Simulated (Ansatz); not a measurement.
`[OH][Cd][F]` + HBr → `[OH][Cd][Br]` + H–F at 500 K and 1 bar (ligand exchange at a Cd–F bond).

Computed with Ansatz on PBE0-D4/def2-TZVP structures; ΔE is electronic, products minus reactants. CBS: MP2 limit from def2 TZ/QZ plus the TZ coupled-cluster correction, frozen cores. This one scheme is used for every species. Elements past krypton have def2 core potentials. For Br, Cd outer-core shells are correlated without core-valence functions, which leaves a few kJ/mol of doubt a bond. Scalar relativity is left out up to krypton. One conformer a species, not always the lowest.

| species | CCSD(T)/CBS energy (Eh) | H − E (kJ/mol) | S (J/(mol·K)) |
| --- | --- | --- | --- |
| `[OH][Cd][F]` | -343.29729 | 64.5 | 320.6 |
| HBr | -2573.91920 | 30.5 | 213.7 |
| `[OH][Cd][Br]` | -2816.86459 | 63.6 | 345.2 |
| H–F | -100.39570 | 39.4 | 188.7 |

H − E and S are ideal-gas, rigid-rotor, harmonic terms from PBE0-D4/def2-TZVP, for one conformer and one mirror image of each species. 1 Eh = 2625.50 kJ/mol, R = 8.31446 J/(mol·K).

**Question.** By hand: ΔE, ΔH, ΔS and ΔG.

**Answer.** ΔE = (-2816.86459) + (-100.39570) − (-343.29729) − (-2573.91920) = -0.04380 Eh = -115.0 kJ/mol. Δ(H − E) = 63.6 + 39.4 − 64.5 − 30.5 = 8.0, so ΔH = -107.0 kJ/mol. ΔS = 345.2 + 188.7 − 320.6 − 213.7 = -0.4 J/(mol·K). ΔG = -107.0 − 500 × (-0.4)/1000 = -106.8 kJ/mol.

**Question.** By hand: the equilibrium constant, and the temperature at which ΔG would vanish if ΔH and ΔS stayed fixed.

**Answer.** log₁₀ K = −ΔG/(RT ln 10) = 11.2. ΔG = 0 at ΔH/ΔS = 267500 K, far beyond where these terms or the molecules hold.

The number of gas molecules stays the same, so ΔS is small and ΔH decides. A doubt of 5 kJ/mol in ΔE shifts log₁₀ K by 0.5 here. Other conformers and mirror images would add mixing entropy, several J/(mol·K) or more a flexible species. These are equilibria of isolated gas molecules and say nothing of rates. Largest T1 diagnostic: 0.017 (customary marks: 0.02 for closed shells, 0.045 for open ones).
